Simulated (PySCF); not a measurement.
**Dipole response of Ca+ (calcium, charge +1)**

[Ar] 4s1, 2S determinant. Computed with PySCF 2.14 in def2-QZVPPD (11s6p4d3f, 70 functions), with no relativity, point nucleus. Coupled (time-dependent) response in atomic units; α is the mean over directions.

```
method  mean α (bohr³)  C₆ (like pair)  S(−4)
 wB97X           89.09           677.5   7716
```

S(−4) is the Cauchy moment in α(ω) = α(0) + S(−4) ω² + …

α(iu) at wB97X:

```tsv
u (hartree)	α(iu) (bohr³)
0	89.09
0.0500	73.35
0.100	48.50
0.200	22.00
0.300	12.68
0.500	6.611
0.750	4.189
1.00	3.052
1.50	1.873
2.00	1.260
3.00	0.6711
5.00	0.2802
```

A single London oscillator, α(iu) = α/(1 + u²/ω²), gives C₆ = (3/4) ω α². Matching the computed C₆ needs ω = 4 × 677.5 / (3 × 89.09²) = 0.114 hartree.

For an ion, C₆ is the dispersion term alone; charge-induced terms of lower order in 1/R come first.
